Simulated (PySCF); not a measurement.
Static response to an electric field

Compound: C7H5NOS.
Numbering: `[O:1]=[CH:2][c:3]1[cH:4][s:5][c:6]2[cH:7][cH:8][nH:9][c:10]12` (hydrogens: H11 on C2; H12 on C4; H13 on C7; H14 on C8; H15 on N9)

Structure used (GFN2-xTB), in Å, numbered top down from 1:
```
atom  x, y, z in Å
O1    -1.721   -2.325   -0.426
C2    -2.141   -1.193   -0.321
C3    -1.302   -0.034   -0.111
C4    -1.728    1.269    0.014
S5    -0.465    2.411    0.256
C6     0.724    1.150    0.198
C7     2.112    0.938    0.284
C8     2.289   -0.415    0.133
N9     1.084   -1.031   -0.040
C10    0.115   -0.089   -0.003
H11   -3.223   -0.974   -0.382
H12   -2.741    1.621   -0.025
H13    2.876    1.673    0.436
H14    3.201   -0.978    0.139
H15    0.917   -2.016   -0.174
```

Level: wB97X-D/def2-SVPD (PySCF), static field, nuclei fixed, core orbitals frozen in the response. The polarisability tensor in these axes (au):

```
x   131.00  -0.92   5.50
y    -0.92 132.35   8.56
z     5.50   8.56  63.30
```

Q: Give the principal values, the mean and the anisotropy Δα = √{½[(α1 − α2)² + (α2 − α3)² + (α1 − α3)²]}.

A: Principal values 61.81, 131.42 and 133.43 au; mean 108.89 au = 16.14 Å³ = 17.95 × 10⁻⁴⁰ C²·m²/J; Δα = 70.63 au (65 % of the mean).

Q: What is the dipole moment, and where does it point?

A: (0.51, 1.11, 0.18) D, 1.23 D in size, pointing from the negative to the positive side. Measured along this direction, the outermost atoms are O1 at the negative end and H13 at the positive end.

Q: How large is μ²/3kT at 250 K beside α?

A: In Gaussian units μ²/3kT = 14.65 Å³ against 16.14 Å³, a ratio of 0.91; the Debye molar polarisation (4π/3)N_A(α + μ²/3kT) is 77.7 cm³/mol, leaving out the vibrational part.

Q: In TDDFT the mean static polarisability is Σ f/ω² over all singlet excitations (ω in hartree). How much of it do the 8 lowest give? Their energies (eV) and oscillator strengths: 4.10, 0.0005; 4.19, 0.0630; 4.70, 0.1922; 5.82, 0.0000; 5.87, 0.3165; 6.00, 0.0003; 6.13, 0.0806; 6.29, 0.0100.

A: They add up to 17.69 au, 16.3 % of the 108.89 au; the largest single term is 6.79 au, from the state at 5.87 eV. Terms in order: 0.02, 2.65, 6.45, 0.00, 6.79, 0.01, 1.59, 0.19 au. Higher excitations give the rest. The strengths listed sum to 0.663.

Q: What are the principal values of the traceless quadrupole moment, Θ = ½Σq(3rr − r²1), about the centre of nuclear charge?

A: -11.62, -6.70, 18.32 D·Å. The values depend on the origin, since the dipole doesn't vanish. The electronic extent ⟨r²⟩ about the same centre is 1475 bohr², a root-mean-square distance of 2.30 Å for the 78 electrons.

Q: Directions of the eigenvectors, and the extent of the frame along each?

A: Largest value along (-0.12, 0.99, 0.11), where the nuclei span 4.59 Å; middle along (0.99, 0.11, 0.09), 6.41 Å; least along (-0.08, -0.12, 0.99), 0.00 Å. The strongest response doesn't lie along the longest of the three spans.

Q: What depolarisation ratio follows for Rayleigh scattering of linearly polarised light, taking the static tensor?

A: ρ = 3Δα²/(45ᾱ² + 4Δα²) = 14967.8/(533524 + 19957.1) = 0.027.

One conformer (not necessarily the lowest) at the GFN2-xTB geometry, without solvent, vibrations or thermal averaging.

These values come from a run that also computed excited states. Hardware: one thread, Arm Neoverse V1 (aarch64), shared host with 32 logical CPUs at a one-minute load of 9.5. Cost: 73 s wall (with the writing of density and orbital grids), 1.1 GiB resident at most.
